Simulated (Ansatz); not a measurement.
Relaxation of C2H5AlO2S (11 atoms, charge 0, multiplicity 1), to a largest force component of 0.02 eV/Å in at most 40 steps.

All numbers below come from RKS PBE0-D4/STO-3G in Ansatz 0.2.0.

```xyz
11
Properties=species:S:1:pos:R:3:forces:R:3
O 0.050 -1.120 2.214 -1.09 0.79 0.17
C 0.561 -1.216 1.083 -1.20 0.86 2.12
S 1.809 -2.443 0.871 3.38 0.44 -0.66
O 0.279 -0.405 -0.009 0.70 -0.35 -2.09
C -0.799 0.579 0.062 1.16 3.09 1.15
Al -0.987 1.491 -1.693 2.09 -1.74 -1.67
H 2.877 -1.530 1.250 -1.85 -1.59 -0.67
H -1.736 0.143 0.348 -1.11 -0.88 0.76
H -0.513 1.365 0.878 -0.70 -1.46 -1.19
H 0.197 2.443 -2.135 -1.58 -0.44 0.66
H -1.673 0.636 -2.849 0.18 1.29 1.40
```

Question: Where does it end, and by what steps?

Answer: The run ended unconverged. Limits of this set-up: minimal basis. After 39 steps the energy has fallen by 1.468 eV; H11 moved furthest, 1.74 Å.

| step | energy less start (eV) | largest force component (eV/Å) | accepted |
| --- | --- | --- | --- |
| 0 | 0.0000 | 3.380 | yes |
| 2 | -1.1145 | 0.570 | yes |
| 4 | -1.1250 | 0.441 | yes |
| 6 | -1.1605 | 0.435 | yes |
| 8 | -1.2808 | 0.517 | yes |
| 10 | -1.4137 | 0.310 | yes |
| 12 | -1.4207 | 0.257 | yes |
| 14 | -1.4277 | 0.247 | yes |
| 16 | -1.4307 | 0.742 | no |
| 18 | -1.4351 | 0.256 | yes |
| 20 | -1.4378 | 0.068 | yes |
| 22 | -1.4389 | 0.041 | yes |
| 24 | -1.4409 | 0.137 | yes |
| 26 | -1.4424 | 0.041 | yes |
| 28 | -1.4437 | 0.101 | yes |
| 30 | -1.4467 | 0.192 | yes |
| 32 | -1.4522 | 0.126 | yes |
| 34 | -1.4605 | 0.190 | yes |
| 36 | -1.4667 | 0.023 | yes |
| 38 | -1.4659 | 0.163 | no |
| 39 | -1.4681 | 0.031 | yes |

```xyz
11
Properties=species:S:1:pos:R:3
O 0.020 -1.046 1.981
C 0.830 -0.945 1.043
S 2.480 -1.662 0.939
O 0.614 -0.227 -0.156
C -0.729 0.391 -0.159
Al -0.987 1.421 -1.769
H 2.374 -2.239 2.162
H -1.493 -0.403 -0.049
H -0.841 1.019 0.747
H 0.149 1.636 -2.721
H -2.352 1.997 -1.998
```

Time of the run: 98 s on 1 thread of AMD EPYC 7B13 (Zen 3), on a shared host, peak memory 0.17 GiB.
